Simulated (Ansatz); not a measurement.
Job for Ansatz (an electronic-structure program): U-r2SCAN/cc-pVTZ on GaH3Se (SMILES [GaH2][SeH]), a point of a bond scan (R = 1.177 Å).

Ansatz 0.2 input:
```yaml
crystal:
  periodic: [false, false, false]
  atoms:
    - {symbol: Ga, position_ang: [0.27485932, 0.01121965, -1.15295017]}
    - {symbol: H, position_ang: [-0.80375620, -0.57601799, -2.11691732]}
    - {symbol: H, position_ang: [1.66169621, 0.60371444, -1.55587958]}
    - {symbol: Se, position_ang: [-0.30399105, -0.02839877, 1.11359069]}
    - {symbol: H, position_ang: [0.70489531, 0.46636241, 1.46445306]}
basis:
  gaussian:
    orbitals: cc-pVTZ
hamiltonian:
  xc: {name: r2SCAN}
magnetization: {spin_polarized: true, initial_magnetization: 0}
```

Output:

```
WARN ansatz: RAYON_NUM_THREADS=1 ignored (pool sized by the plan → 1); use --threads N
Functional definition: r2SCAN
integrals: 0.05 GiB planned
923 factors; their error is unknown
mean field: 0.52 GiB planned
mean field evaluation 1: about -117775.7793 eV, gradient 1.9e1 eV
mean field evaluation 2: about -117774.9384 eV, gradient 2.4e1 eV
mean field evaluation 4: about -117777.2191 eV, gradient 1.2e0 eV
mean field evaluation 8: about -117777.2071 eV, gradient 1.0e-1 eV
mean field evaluation 16: about -117777.2072 eV, gradient 8.9e-5 eV
mean field -117777.20716830 eV, -4328.2325311766 hartree, gradient 8.9e-5 eV, S^2 0.000000; 0 other end points of the search recorded, 0 dependent functions left out
reference -117777.20718330 eV, -4328.2325317279 hartree; 34, 34 occupied and 94, 94 virtual orbitals, 923 factors
Total energy: -117777.20718330 eV, -4328.2325317279 hartree
```

Self-consistency was reached.

Cost: roughly 8 core-seconds.
